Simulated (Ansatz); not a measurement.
Cost and result for the atomization energy of `[SiH3]OCS` (10 atoms, 9 bonds).

Cartesian coordinates in Å:
```
Si 0.028 -1.113 1.225
O -0.593 0.007 0.186
C 0.117 0.478 -0.925
S -0.825 1.685 -1.868
H -1.001 -1.326 2.266
H 1.294 -0.616 1.833
H 0.325 -2.385 0.511
H 0.325 -0.329 -1.638
H 1.070 0.923 -0.622
H -0.739 2.677 -0.968
```

The species carries charge 0 and has multiplicity 1. The geometry is a stationary point of PBE0-D4/def2-TZVP. It is one conformer, not always the lowest. Program: Ansatz. All runs use 2 threads of an INTEL XEON PLATINUM 8581C on a shared host. Times are those of one run each, without the atoms' runs, and a repeat can differ threefold. Electronic energies, without spin–orbit coupling; frozen cores. CCSD(T)/CBS adds CCSD(T) − MP2 in def2-TZVPP to the MP2 limit, and its time is that of the two runs behind it. T1 = 0.012. HSE06 is the plane-wave form, built on full-range PBE exchange.

CCSD(T)/CBS is a level of theory with its own doubt, some kJ/mol a heavy atom from the limit and from the frozen cores, so smaller differences don't rank the functionals.

```tsv
level	functions	wall time
LDA (SPW92)/def2-TZVPP	230	1.1 s
BLYP-D4/def2-TZVPP	230	1.6 s
PBE-D4/def2-TZVPP (with forces)	230	2 s
BHLYP-D4/def2-TZVPP	230	2.5 s
CCSD(T)/def2-SVP	94	2.5 s
PBE0-D4/def2-TZVPP	230	2.6 s
HSE06-D4/def2-TZVPP	230	2.9 s
r2SCAN-D4/def2-TZVPP (with forces)	230	3.2 s
B2PLYP/def2-TZVPP	230	5.5 s
ωB97M-V/def2-TZVPP (with forces)	230	8.5 s
MP2/def2-QZVPP	434	20 s
CCSD(T)/def2-TZVPP	230	63 s
CCSD(T)/CBS(def2)	–	83 s
```

What atomization energy does each give, and how far from CCSD(T)/CBS? (An estimate is asked.)

Ansatz gave: 
| level | atomization (kJ/mol) | difference from CCSD(T)/CBS | per bond |
| --- | --- | --- | --- |
| LDA (SPW92)/def2-TZVPP | 3823.6 | 461.2 | 51.2 |
| BLYP-D4/def2-TZVPP | 3336.8 | -25.6 | -2.8 |
| PBE-D4/def2-TZVPP (with forces) | 3382.7 | 20.3 | 2.3 |
| BHLYP-D4/def2-TZVPP | 3262.0 | -100.4 | -11.1 |
| CCSD(T)/def2-SVP | 3128.2 | -234.2 | -26.0 |
| PBE0-D4/def2-TZVPP | 3331.7 | -30.7 | -3.4 |
| HSE06-D4/def2-TZVPP | 3334.0 | -28.4 | -3.2 |
| r2SCAN-D4/def2-TZVPP (with forces) | 3356.6 | -5.8 | -0.6 |
| B2PLYP/def2-TZVPP | 3310.5 | -51.9 | -5.8 |
| ωB97M-V/def2-TZVPP (with forces) | 3369.8 | 7.4 | 0.8 |
| MP2/def2-QZVPP | 3356.0 | -6.4 | -0.7 |
| CCSD(T)/def2-TZVPP | 3267.5 | -94.9 | -10.5 |
| CCSD(T)/CBS(def2) | 3362.4 | 0.0 | 0.0 |

From PBE to PBE0 (25 % exact exchange), in def2-TZVPP and without D4, the atomization energy moves by −48.0 kJ/mol: exact exchange takes away binding that semilocal exchange gives to molecules. At CCSD(T), def2-SVP lies −234.2 kJ/mol from the extrapolated value and def2-TZVPP −94.9 kJ/mol: correlation converges slowly with the basis, and small sets miss more of it in the bonded molecule than in its fragments. In def2-TZVPP, CCSD(T) changes the Hartree–Fock value by +842.9 kJ/mol (the triples alone add +45.8 kJ/mol) and MP2 by +874.7 kJ/mol; breaking electron pairs costs correlation energy, which Hartree–Fock lacks.
